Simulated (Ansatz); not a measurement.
```
atom    x (Å)    y (Å)    z (Å)
   F  -0.9363  -0.9274  -0.9389
  Li  -0.9093  -0.9351   0.9207
  Li  -0.9275   0.8956  -0.9364
   F  -0.9167   0.9341   0.9567
  Li   0.9307  -0.9121  -0.9221
   F   0.9188  -0.9185   0.9407
   F   0.9355   0.9274  -0.9173
  Li   0.9047   0.9360   0.8966
```

Basis set: cc-pVDZ (spherical functions). Left uncorrelated: 4 orbitals. Charge 0, multiplicity 1.

Computed with Ansatz (development build ahead of 0.2.0); each method stands on the lowest determinant of its kind that the runs found. Restricted open shells among the atoms or ions are ROHF, correlated in semicanonical orbitals with singles.

The atomization energy at this shape (free ground-state atoms in the same class of orbitals less the molecule, no zero-point energy) of singlet Li4F4:

| method | atomization energy |
| --- | --- |
| RHF | 23.94 eV |

**Question.** What does RHF-MP2 give?

**Answer.** 30.96 eV. Caution: the shape is not the minimum.
